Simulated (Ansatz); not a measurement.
Total energies of `CC[C@@]12[C@H]3[C@H]4[C@H]5[C@@H]1[Ti]4532([OH])([OH])[Cl]`.

```xyz
22

C     1.263    1.661   -1.792
C     0.360    1.870   -0.590
C     0.363    0.740    0.384
C     1.280   -0.327    0.459
C     0.912   -1.173    1.532
C    -0.245   -0.637    2.122
C    -0.598    0.525    1.402
Ti   -0.812   -1.303   -0.060
O    -1.581   -0.244   -1.333
O    -2.174   -2.222    0.656
Cl    0.311   -2.865   -1.237
H     0.969    0.768   -2.347
H     2.310    1.553   -1.497
H     1.199    2.514   -2.471
H     0.656    2.780   -0.055
H    -0.669    2.028   -0.926
H     2.101   -0.504   -0.219
H     1.404   -2.094    1.806
H    -0.792   -1.061    2.951
H    -1.471    1.138    1.574
H    -2.254   -0.679   -1.867
H    -2.534   -2.469    1.506
```

The species carries charge 0 and has multiplicity 1. Correlated methods include outer-core shells of Ti, which these sets cover unevenly. Scalar relativity is left out up to krypton. The geometry is a stationary point of PBE0-D4/def2-TZVP. It is one conformer, not always the lowest. Basis def2-TZVPP, Ansatz 0.2.0.

```tsv
functional	energy without D4 (Eh)	D4 term (kJ/mol)
LDA (SPW92)	-1726.78772	–
PBE	-1732.96018	-68.6
BLYP	-1733.74433	-145.2
r2SCAN	-1733.60425	-19.1
B97M-V	-1733.53279	–
r2SCANh	-1733.56352	-20.3
HSE06 (plane-wave form)	-1732.99506	-55.7
BHLYP	-1733.57310	-83.5
CAM-B3LYP	-1733.70834	-60.8
LC-ωPBE	-1733.28929	–
ωB97X-V	-1733.55898	–
ωB97M-V	-1733.62946	–
B2PLYP	-1733.24724	–
PBE-QIDH	-1732.78765	–
```

Give the same for revPBE, PBE0, B3LYP, r2SCAN0. (An estimate is asked.)

Computed: 
```json
{"functional": "revPBE", "energy without D4 (Eh)": "-1733.56848", "D4 term (kJ/mol)": "-192.8"}
{"functional": "PBE0", "energy without D4 (Eh)": "-1733.03390", "D4 term (kJ/mol)": "-59.4"}
{"functional": "B3LYP", "energy without D4 (Eh)": "-1733.90978", "D4 term (kJ/mol)": "-108.7"}
{"functional": "r2SCAN0", "energy without D4 (Eh)": "-1733.50649", "D4 term (kJ/mol)": "-22.2"}
```

B3LYP takes the VWN-RPA correlation (the form of Gaussian; ORCA's B3LYP/G). HSE06 is the plane-wave form, built on full-range PBE exchange. The double hybrids freeze the cores in their second-order part.

LC-ωPBE has ω = 0.4 bohr⁻¹.
